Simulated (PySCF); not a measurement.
Rigid-rotor lines calculated for a species of formula C7H5NSi (commonest isotopes; PBE0/def2-SVPD in PySCF (dipole) on a GFN2-xTB geometry, gas phase), labelled J(Ka,Kc):

| transition | MHz |
| --- | --- |
| 1(1,1) ← 0(0,0) | 3434.6 |
| 2(1,1) ← 1(1,0) | 3386.4 |
| 2(1,2) ← 1(1,1) | 2953.1 |
| 2(0,2) ← 1(0,1) | 3151.8 |
| 1(0,1) ← 0(0,0) | 1584.9 |

Find the rotational constants.

1(0,1) ← 0(0,0) is B + C, 2(1,1) ← 1(1,0) is 3B + C and 2(1,2) ← 1(1,1) is B + 3C, so B − C is half the difference of the last two, 216.7 MHz. 1(1,1) ← 0(0,0) is A + C. A = 2750.4, B = 900.8, C = 684.1 MHz.

What moments of inertia, asymmetry and inertial defect follow?

I = 505379 MHz·u·Å² over each constant: Ia = 183.75, Ib = 561.05, Ic = 738.73 u·Å²; κ = (2B − A − C)/(A − C) = -0.790 (asymmetric top); Δ = Ic − Ia − Ib = -6.07 u·Å².

Which dipole components do these lines need?

μa and μb (a-type: ΔKa even, ΔKc odd; b-type: both odd). The calculation gives |μa| = 3.46 D, |μb| = 2.09 D, |μc| = 0.00 D.

Where do these fall, and of which type are they? 1(1,0) ← 1(0,1); 2(0,2) ← 1(1,1); 2(1,1) ← 2(1,2); 2(1,2) ← 1(0,1); 2(2,0) ← 2(1,1); 2(2,1) ← 1(1,0); 2(2,1) ← 2(1,2); 2(2,0) ← 1(1,1); 2(1,1) ← 2(0,2).

```json
{"transition": "2(1,1) ← 2(1,2)", "MHz": "650", "type": "a", "branch": "Q"}
{"transition": "2(0,2) ← 1(1,1)", "MHz": "1302", "type": "b", "branch": "R"}
{"transition": "1(1,0) ← 1(0,1)", "MHz": "2066", "type": "b", "branch": "Q"}
{"transition": "2(1,1) ← 2(0,2)", "MHz": "2301", "type": "b", "branch": "Q"}
{"transition": "2(1,2) ← 1(0,1)", "MHz": "4803", "type": "b", "branch": "R"}
{"transition": "2(2,0) ← 2(1,1)", "MHz": "5567", "type": "b", "branch": "Q"}
{"transition": "2(2,1) ← 2(1,2)", "MHz": "6199", "type": "b", "branch": "Q"}
{"transition": "2(2,1) ← 1(1,0)", "MHz": "8935", "type": "b", "branch": "R"}
{"transition": "2(2,0) ← 1(1,1)", "MHz": "9170", "type": "b", "branch": "R"}
```

Which structure gave them?

`C1[SiH2]C(C#C)=CC=1C#N`, point group Cs. Three constants can't fix a structure by themselves; this is the one that was computed:
```
atom  x, y, z in Å
C1     3.438    0.137   -0.337
C2     2.242    0.085   -0.216
C3     0.862   -0.023   -0.035
C4    -0.049    0.755   -0.656
C5    -1.440    0.477   -0.326
C6    -2.467    1.238   -0.924
N7    -3.303    1.856   -1.410
C8    -1.672   -0.520    0.557
Si9   -0.028   -1.266    1.103
H10    4.478    0.201   -0.459
H11    0.195    1.539   -1.357
H12   -2.670   -0.791    0.856
H13    0.151   -2.648    0.666
H14    0.264   -1.040    2.517
```

Whether it is a minimum is left open (no frequencies). These are rigid-rotor constants of the computed structure; measured ground-state constants (B0) also hold zero-point vibration. Quadrupole hyperfine structure (14N) is left out.
